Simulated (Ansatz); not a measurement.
Input file for Ansatz (an electronic-structure program): R-PBE/def2-TZVPP on CH6OSn (SMILES C[O][SnH3]), a point of a torsion scan. Elements past Kr take the def2 small-core potentials; no spin–orbit coupling.

Ansatz 0.2 input:
```yaml
crystal:
  periodic: [false, false, false]
  atoms:
    - {symbol: C, position_ang: [1.50723894, -0.06142608, 0.05471005]}
    - {symbol: O, position_ang: [0.34191947, 0.38220948, -0.58082328]}
    - {symbol: Sn, position_ang: [-1.51169537, 0.08741490, -0.00698883]}
    - {symbol: H, position_ang: [1.64713318, -1.13889170, -0.05958068]}
    - {symbol: H, position_ang: [2.34032376, 0.45181084, -0.42618831]}
    - {symbol: H, position_ang: [1.51906039, 0.17869620, 1.12060250]}
    - {symbol: H, position_ang: [-1.60923495, 0.24604766, 1.65860970]}
    - {symbol: H, position_ang: [-1.99159316, -1.45726806, -0.43701020]}
    - {symbol: H, position_ang: [-2.23774848, 1.27092957, -0.89397378]}
basis:
  gaussian:
    orbitals: def2-TZVPP
hamiltonian:
  xc: {name: PBE}
scf: {lower_state_search: off}
```

The log:

```
WARN ansatz: RAYON_NUM_THREADS=1 ignored (pool sized by the plan → 1); use --threads N
Functional definition: PBE
these checks for a lower state are left out or cut short: stability, starts, cluster_reference, orbital_swaps, neighbouring_geometries, increment
integrals: 0.09 GiB planned
1073 factors; their error is unknown
mean field: 0.73 GiB planned
mean field evaluation 1: about -9000.5370 eV, gradient 6.7e1 eV
mean field evaluation 2: about -8879.1189 eV, gradient 2.0e2 eV
mean field evaluation 4: about -9009.3459 eV, gradient 1.6e1 eV
mean field evaluation 8: about -9009.8554 eV, gradient 8.4e-2 eV
mean field evaluation 16: about -9009.8401 eV, gradient 3.2e-5 eV
mean field -9009.84006116 eV, -331.1055151587 hartree, gradient 1.1e-6 eV, S^2 0.000000; 0 other end points of the search recorded, 0 dependent functions left out
reference -9009.84011401 eV, -331.1055171008 hartree; 21, 21 occupied and 175, 175 virtual orbitals, 1073 factors
Total energy: -9009.84011401 eV, -331.1055171008 hartree
Checks for a lower state left out: stability, starts, cluster_reference, orbital_swaps, neighbouring_geometries, increment
```

The calculation finished and met its thresholds.

Cost: around 2.8 core-seconds (rough).
